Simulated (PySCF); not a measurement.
C₃H₄F₃N.
Cartesian coordinates in Å at the PBE0-D3(BJ)/def2-SVP level; atoms count from 1:
```
atom  x, y, z in Å
C1     1.8884    0.0300    0.2946
N2     0.4913    0.0194    0.6129
C3    -0.3484   -0.0202   -0.3212
C4    -1.8281   -0.0264   -0.0297
F5    -2.4094   -1.0473   -0.6709
F6    -2.3903    1.0991   -0.4871
F7    -2.0996   -0.1341    1.2585
H8     2.1112    0.0162   -0.7899
H9     2.3509    0.9216    0.7467
H10    2.3682   -0.8395    0.7715
H11   -0.0981   -0.0467   -1.4007
```

Theory: core-valence-separated Tamm–Dancoff BHandHLYP/aug-pcX-1 (pcseg-1 on H) in PySCF, non-relativistic, gas phase, PBE0-D3(BJ)/def2-SVP geometry. No empirical shift is added; at this level the pattern usually sits a few eV under experiment.

The lowest roots of each edge with f over 0.003 (five at most, numbered afresh; weaker and dark ones are left out), with transition dipoles (au) in the frame of the coordinates:

| root | edge | E (eV) | f | μx | μy | μz |
| --- | --- | --- | --- | --- | --- | --- |
| 1 | C | 283.02 | 0.0620 | 0.0012 | -0.0945 | 0.0025 |
| 2 | C | 286.37 | 0.0153 | -0.0440 | -0.0002 | 0.0158 |
| 3 | C | 287.06 | 0.0347 | 0.0065 | 0.0016 | 0.0699 |
| 4 | C | 287.35 | 0.0376 | 0.0004 | -0.0731 | 0.0016 |
| 5 | C | 287.44 | 0.0107 | -0.0386 | 0.0006 | -0.0054 |
| 6 | N | 395.92 | 0.0652 | -0.0011 | 0.0819 | -0.0021 |
| 7 | N | 401.73 | 0.0030 | -0.0099 | 0.0005 | 0.0145 |
| 8 | N | 402.17 | 0.0103 | 0.0322 | 0.0005 | -0.0027 |
| 9 | N | 403.27 | 0.0054 | -0.0166 | 0.0002 | 0.0166 |
| 10 | N | 403.54 | 0.0037 | 0.0166 | 0.0001 | 0.0097 |
| 11 | F | 686.08 | 0.0182 | 0.0237 | -0.0212 | 0.0085 |
| 12 | F | 686.22 | 0.0163 | -0.0231 | -0.0156 | -0.0138 |
| 13 | F | 686.78 | 0.0033 | -0.0035 | 0.0092 | 0.0100 |
| 14 | F | 687.47 | 0.0245 | -0.0109 | -0.0059 | 0.0361 |
| 15 | F | 688.23 | 0.0296 | 0.0101 | 0.0381 | 0.0141 |

**Question.** Molecules are fixed in this frame and the field points along z. What effective strengths 3 f cos²θ do the roots have (θ between field and μ)?

**Answer.** root 1 (C3): 0.000, root 2 (C1): 0.005, root 3 (C1): 0.103, root 4 (C1): 0.000, root 5 (C1): 0.001, root 6 (N2): 0.000, root 7 (N2): 0.006, root 8 (N2): 0.000, root 9 (N2): 0.008, root 10 (N2): 0.003, root 11 (F6): 0.004, root 12 (F5): 0.010, root 13 (F7): 0.005, root 14 (F7): 0.066, root 15 (F5): 0.010. Root 3 is the strongest. Averaged over all orientations cos²θ is 1/3, which gives f back.

Time: 17 s; peak memory 1.0 GiB. Hardware: one thread of an Arm Neoverse V2, shared host.
